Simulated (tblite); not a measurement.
C5H8B2F2.
Numbering: `[BH2:1]/[CH:2]=[C:3](\[B:4]([F:5])[F:6])[C:7](=[CH2:8])[CH3:9]` (hydrogens: H10, H11 on B1; H12 on C2; H13, H14 on C8; H15, H16, H17 on C9)

Computed with GFN2-xTB (tblite), gas phase: nudged elastic band of 9 images (0 to 8), spring 0.2 eV/Å², climbing image at the end, force threshold 0.05 eV/Å. No saddle search or frequency run followed, so the top image need not be a first-order saddle, and its height can exceed the method's true barrier by a kcal/mol or more.

Path: rotation about C3–C7 (fully substituted alkene carbon, fully substituted alkene carbon), followed by the dihedral B4–C3–C7–C9. Start geometry (image 0):
```
atom  x, y, z in Å
B1     -2.650   -0.385    0.319
C2     -1.156   -0.752    0.045
C3     -0.235    0.250    0.077
B4     -0.950    1.567    0.405
F5     -0.565    2.812    0.562
F6     -2.293    1.404    0.571
C7      1.203    0.068   -0.165
C8      2.047    1.096   -0.114
C9      1.686   -1.320   -0.471
H10    -3.103   -0.670    1.363
H11    -3.375   -0.339   -0.601
H12    -0.854   -1.768   -0.169
H13     3.101    0.967   -0.292
H14     1.719    2.096    0.106
H15     1.456   -1.992    0.353
H16     1.203   -1.703   -1.369
H17     2.761   -1.320   -0.629
```

The converged band, energies from image 0, some withheld:

```
image  dihedral (°)  B4–C3 (Å)  C3–C7 (Å)  C7–C9 (Å)  B4–C3–C7 (°)  C3–C7–C9 (°)  E (meV)
    0           180      1.534      1.469      1.501         126.8         117.6        0
    1          -158      1.534      1.471      1.500         126.3         117.5        ?
    2          -135      1.531      1.476      1.499         125.9         116.6        ?
    3          -113      1.529      1.483      1.499         126.2         115.5      102
    4           -90      1.528      1.486      1.499         126.3         115.0        ?
    5           -67      1.529      1.482      1.499         126.3         115.1       78
    6           -44      1.531      1.476      1.499         126.5         115.5       28
    7           -21      1.533      1.473      1.500         126.5         115.7       23
    8             0      1.533      1.473      1.501         125.8         115.5       33
```

Problem. Estimate the withheld energies, and name the highest image.

Solution. image 1: 17 meV; image 2: 60 meV; image 4: 115 meV. The highest is image 4.

Problem. Between which neighbours does the energy rise most, and fall most?

Solution. It rises most from image 1 to 2 (+43 meV) and falls most from image 5 to 6 (-50 meV).

Problem. Give the height of the top above the start in other units, and in kT at 298.15 K.

Solution. 0.1150 eV = 2.65 kcal/mol = 11.1 kJ/mol = 927 cm⁻¹, or 4.5 kT.

What follows is the cost of the whole band run. The run took about 8 s of CPU time (one thread, shared machine).
